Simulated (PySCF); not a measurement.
Electronic absorption of C4H8ClNSi2

Species: C₄H₈ClNSi₂.
SMILES: `N#CC([Si@]([SiH3])(Cl)C)=C`

Computed, not measured: TDDFT B3LYP/def2-SVPD, vertical, gas phase, core orbitals frozen in the response in PySCF. Geometry: GFN2-xTB, one conformer, isolated molecule. Torsions of this conformer, `[CH2:1]=[C:2]([C:3]#[N:4])[Si@:5]([CH3:6])([SiH3:7])[Cl:8]`: C1–C2–Si5–C6 -124°.

```json
{"state": "S1", "E (eV)": "5.30", "E (kJ/mol)": "512", "λ (nm)": "233.8", "f": "0.038", "main configurations (H = HOMO, L = LUMO)": "H-1→L (55%), H→L (30%), H-2→L (13%)"}
{"state": "S2", "E (eV)": "5.59", "E (kJ/mol)": "539", "λ (nm)": "221.9", "f": "0.059", "main configurations (H = HOMO, L = LUMO)": "H-2→L (62%), H→L (34%)"}
{"state": "S3", "E (eV)": "6.02", "E (kJ/mol)": "581", "λ (nm)": "205.8", "f": "0.139", "main configurations (H = HOMO, L = LUMO)": "H-1→L (38%), H→L (28%), H-2→L (20%)"}
{"state": "S4", "E (eV)": "6.26", "E (kJ/mol)": "604", "λ (nm)": "198.2", "f": "0.034", "main configurations (H = HOMO, L = LUMO)": "H→L+1 (92%)"}
{"state": "S5", "E (eV)": "6.49", "E (kJ/mol)": "627", "λ (nm)": "190.9", "f": "0.0042", "main configurations (H = HOMO, L = LUMO)": "H-3→L (64%), H-5→L (23%)"}
{"state": "S6", "E (eV)": "6.66", "E (kJ/mol)": "643", "λ (nm)": "186.1", "f": "0.0093", "main configurations (H = HOMO, L = LUMO)": "H-1→L+1 (80%)"}
{"state": "S7", "E (eV)": "6.78", "E (kJ/mol)": "654", "λ (nm)": "183.0", "f": "0.0026", "main configurations (H = HOMO, L = LUMO)": "H-5→L (39%), H-3→L (27%), H-7→L (18%)"}
{"state": "S8", "E (eV)": "6.89", "E (kJ/mol)": "665", "λ (nm)": "179.9", "f": "0.030", "main configurations (H = HOMO, L = LUMO)": "H→L+2 (77%)"}
```

Triplets, Tamm–Dancoff:

```
state  E (eV)  λ (nm)  main configurations (H = HOMO, L = LUMO)
   T1    3.65   340.1                    H→L (74%), H-1→L (19%)
   T2    5.01   247.7       H-1→L (61%), H-2→L (22%), H→L (10%)
   T3    5.42   228.7       H-2→L (65%), H-1→L (14%), H→L (11%)
```

The lowest singlet comes at 234 nm (512 kJ/mol) in the ultraviolet; it is of moderate strength; its leading configuration is HOMO-1→LUMO (55%). The strongest level in the table is S3 at 6.02 eV (206 nm, f = 0.139). Löwdin shares by element: HOMO carbon 38% or more, silicon 12% or more, nitrogen 11% (atoms not listed hold the other 40%); LUMO carbon 68% or more, nitrogen 12% (atoms not listed hold the other 19%). Weighted by f, the mean energy of these states is 5.99 eV. Orbital energies (eV): HOMO-3 -9.68, HOMO-2 -8.77, HOMO-1 -8.45, HOMO -8.02, LUMO -2.11, LUMO+1 -0.81, LUMO+2 -0.31. The listed states span 1.59 eV, and the widest gap between neighbours is 0.44 eV (S2 to S3). Only the lowest 8 singlets were computed, as vertical energies without vibronic structure.

Time: 1.7 min; peak memory 0.96 GiB. Hardware: Arm Neoverse N1, one thread, shared host with 64 logical CPUs at a one-minute load of 60.
